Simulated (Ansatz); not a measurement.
`C=NB(F)Cl` + H₂S → `FB(S)Cl` + `C=N` at 400 K and 1 bar (ligand exchange at a B–N bond).

Gas-phase electronic energies from Ansatz, PBE0-D4/def2-TZVP geometries. CCSD(T)/CBS is the MP2 limit (def2-TZVPP, def2-QZVPP) plus CCSD(T) − MP2 in def2-TZVPP, frozen cores. This one scheme is used for every species. One conformer a species, not always the lowest.

```
    species  CCSD(T)/CBS energy (Eh)  H − E (kJ/mol)  S (J/(mol·K))
`C=NB(F)Cl`               -678.42235           128.3          343.0
        H₂S               -398.97279            53.4          215.9
  `FB(S)Cl`               -982.86970            69.1          320.9
      `C=N`                -94.52360           119.4          238.9
```

H − E and S are ideal-gas, rigid-rotor, harmonic terms from PBE0-D4/def2-TZVP, for one conformer and one mirror image of each species. 1 Eh = 2625.50 kJ/mol, R = 8.31446 J/(mol·K).

Problem. By hand: ΔE, ΔH, ΔS and ΔG.

Solution. ΔE = (-982.86970) + (-94.52360) − (-678.42235) − (-398.97279) = 0.00184 Eh = 4.8 kJ/mol. Δ(H − E) = 69.1 + 119.4 − 128.3 − 53.4 = 6.8, so ΔH = 11.6 kJ/mol. ΔS = 320.9 + 238.9 − 343.0 − 215.9 = 0.9 J/(mol·K). ΔG = 11.6 − 400 × (0.9)/1000 = 11.2 kJ/mol.

Problem. By hand: the equilibrium constant, and the temperature at which ΔG would vanish if ΔH and ΔS stayed fixed.

Solution. log₁₀ K = −ΔG/(RT ln 10) = -1.5. ΔG = 0 at ΔH/ΔS = 12889 K, far beyond where these terms or the molecules hold.

The number of gas molecules stays the same, so ΔS is small and ΔH decides. A doubt of 5 kJ/mol in ΔE shifts log₁₀ K by 0.7 here. Other conformers and mirror images would add mixing entropy, several J/(mol·K) or more a flexible species. These are equilibria of isolated gas molecules and say nothing of rates. Largest T1 diagnostic: 0.013 (customary marks: 0.02 for closed shells, 0.045 for open ones).
